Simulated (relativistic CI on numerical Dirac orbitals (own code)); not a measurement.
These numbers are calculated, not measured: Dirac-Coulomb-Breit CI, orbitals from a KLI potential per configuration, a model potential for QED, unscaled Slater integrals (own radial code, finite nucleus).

Configuration list (outside the closed core [Ne]): 3s2.3p6.3d8, 3s2.3p5.3d9, 3s2.3p4.3d10, 3s.3p6.3d9, 3p6.3d10, 3s.3p5.3d10, 3s2.3p6.3d7.4s, 3s2.3p6.3d7.4p, 3s2.3p6.3d7.4d, 3s2.3p4.3d9.4s, 3s2.3p5.3d8.4s, 3s2.3p6.3d7.4f, 3s2.3p4.3d9.4p, 3s2.3p5.3d8.4p, 3s2.3p4.3d9.4d, 3s.3p5.3d9.4s, 3s2.3p6.3d6.4s2, 3s.3p5.3d9.4p, 3s2.3p6.3d6.4s.4p, 3s2.3p5.3d8.4d, 3s.3p6.3d8.4s, 3s2.3p6.3d7.5s, 3s2.3p6.3d6.4p2, 3s.3p5.3d9.4d, 3s2.3p6.3d7.5p, 3s2.3p6.3d6.4s.4d, 3p6.3d9.4s, 3s.3p6.3d8.4p, 3s2.3p5.3d8.4f, 3s2.3p6.3d7.5d, 3s2.3p6.3d6.4p.4d, 3p6.3d9.4p, 3s2.3p5.3d7.4s2, 3s2.3p6.3d7.5f, 3s2.3p6.3d7.5g, 3s2.3p5.3d7.4s.4p. Levels of other configurations are missing.

At this charge energies of transitions that change n are usually good to better than 1 %, and those within a shell (Δn = 0) to a few per cent. Terms inside the open d or f shell come out 10 to 20 % too wide with unscaled integrals.

Outline of the computed level scheme of Ba XXXI. Lowest level of each configuration: 3s2.3p6.3d8 3F_4 at 0.000 eV; 3s2.3p5.3d9 3F°_4 at 259.959 eV; 3s.3p6.3d9 3D_3 at 497.973 eV; 3s2.3p4.3d10 3P_2 at 548.037 eV; 3s2.3p6.3d7.4s 5F_5 at 735.743 eV; 3s.3p5.3d10 3P°_2 at 760.220 eV.

Some strong electric-dipole decays among the lowest 45 levels: 3s2.3p5.3d9 1F°_3 → 3s2.3p6.3d8 1G_4 (1.4e+12 s⁻¹); 3s2.3p4.3d10 1D_2 → 3s2.3p5.3d9 1F°_3 (1.2e+12 s⁻¹); 3s2.3p5.3d9 3D°_3 → 3s2.3p6.3d8 3F_4 (7.6e+11 s⁻¹); 3s2.3p4.3d10 3P_1 → 3s2.3p5.3d9 3P°_2 (7.5e+11 s⁻¹); 3s.3p5.3d10 3P°_2 → 3s.3p6.3d9 3D_3 (7.2e+11 s⁻¹); 3s2.3p4.3d10 3P_2 → 3s2.3p5.3d9 3D°_3 (6.6e+11 s⁻¹); 3s2.3p5.3d9 3P°_0 → 3s2.3p6.3d8 3P_1 (6.3e+11 s⁻¹); 3s2.3p4.3d10 3P_2 → 3s2.3p5.3d9 3F°_3 (5.4e+11 s⁻¹).

LS names give the leading component of a level, which can be under half, so a name can repeat, a term be missing and a line seem to break the LS rules.
